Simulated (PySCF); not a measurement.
Ru: ionisation energy

Ru [Kr] 4d7 5s1 (5F) → Ru⁺ [Kr] 4d7 (4F), as a difference of total energies. Computed with PySCF 2.14 in x2c-SVPall (6s5p5d1f, 53 functions), with the spin-free X2C one-electron Hamiltonian (Gaussian nucleus). Correlated levels: valence: [Kr] frozen. The calculations carry no spin-orbit coupling.

Problem. Order these methods by the ionisation energy they give, lowest first.
A. PBE
B. UHF
C. SCS-MP2 (valence)
D. MP2 (valence)

Solution. B (6.303 eV), C (6.680 eV), D (6.844 eV), A (7.743 eV).

Errors of the correlated levels include the incompleteness of this basis and the frozen core.

For comparison: 7.365 eV (measured; NIST levels, between the centres of gravity of the two terms).
